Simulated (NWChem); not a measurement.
System: C3H3 cation

```xyz
6

C      0.0000     0.0000    -1.3386
C      0.0000     0.0000    -0.1033
C      0.0000     0.0000     1.2447
H      0.0000     0.0000    -2.4259
H      0.0000     0.9468     1.8079
H      0.0000    -0.9468     1.8079
```
Atoms are numbered in this order, from 1.

Program: NWChem. Coordinates come from a PBE0/def2-SVP optimisation. Level: M06-2X/def2-SVP with SMD (1 M gas to 1 M solution), gas-phase geometry. Reactions with the solvent are ignored.

```
solvent             dielectric constant  solvation free energy (kcal/mol)  cavity-dispersion-structure term (kcal/mol)
------------------  -------------------  --------------------------------  -------------------------------------------
water                              78.4                             -64.7                                          4.3
1-propanol                         20.5                             -64.4                                          2.1
chlorobenzene                      5.70                             -57.3                                          0.3
methanol                           32.6                             -65.5                                          2.3
dimethyl sulfoxide                 46.8                             -65.6                                          2.8
toluene                            2.37                             -40.2                                          0.2
```
